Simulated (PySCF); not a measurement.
PySCF input for CH9ClOSi3, SMILES C[SiH2]O[Si@H]([SiH3])Cl, PBE0/pcSseg-1. Geometry: PBE-D3(BJ)/def2-SVP. The structure was generated by enumeration; whether it is a known compound was not checked. Other conformers were not sampled.

```python
import numpy as np
from pyscf import gto, scf, dft
from pyscf.prop.nmr import rks as nmr

mol = gto.M(
    atom='''
    C    -3.42801300    1.17031252    0.28681615
    Si   -1.99901240    0.26485553   -0.51683979
    O    -0.81377102    0.01425292    0.66510930
    Si    0.81562932   -0.32323482    0.73809440
    Si    2.09461746    1.40071739   -0.22250215
    Cl    1.24028305   -2.04167037   -0.38441254
    H    -3.84756129    0.57706969    1.12391020
    H    -4.23668661    1.34721803   -0.45182382
    H    -3.10059342    2.15146978    0.68507458
    H    -2.43745695   -1.06624485   -1.06105366
    H    -1.40509172    1.08069591   -1.63687659
    H     1.14401380   -0.62396634    2.16953544
    H     3.55813892    1.07005714   -0.10869887
    H     1.72900615    1.52936046   -1.67601894
    H     1.83238447    2.71410423    0.46665901
    ''',
    basis='pcSseg-1',
    charge=0,
    spin=0,
    max_memory=1600,
    verbose=3,
)
mf = dft.RKS(mol, xc='pbe0').density_fit(auxbasis='def2-universal-jkfit')
mf.grids.level = 3
mf.conv_tol = 1e-10
mf.max_cycle = 100
mf.kernel()
n = nmr.NMR(mf)
n.verbose = 2
n.max_cycle_cphf = 60
sigma = n.kernel()
print('atom   isotropic/ppm   span/ppm')
for i, s in enumerate(sigma):
    w = np.linalg.eigvalsh((s + s.T) / 2)
    print(f'{mol.atom_symbol(i):2s}{i + 1:3d} {w.mean():14.3f} {w[2] - w[0]:11.3f}')
```

Program output:

```
converged SCF energy = -1446.8428460689
atom   isotropic/ppm   span/ppm
C   1        183.947      21.816
Si  2        362.119     109.504
O   3        260.506     150.674
Si  4        341.408      59.617
Si  5        456.715      23.446
Cl  6        866.417     312.631
H   7         30.316      10.459
H   8         31.039      11.493
H   9         30.434      10.351
H  10         25.990       8.467
H  11         26.037       7.620
H  12         25.204       8.442
H  13         27.700       8.596
H  14         27.383       7.066
H  15         27.588       8.549
```

Self-consistency was reached.
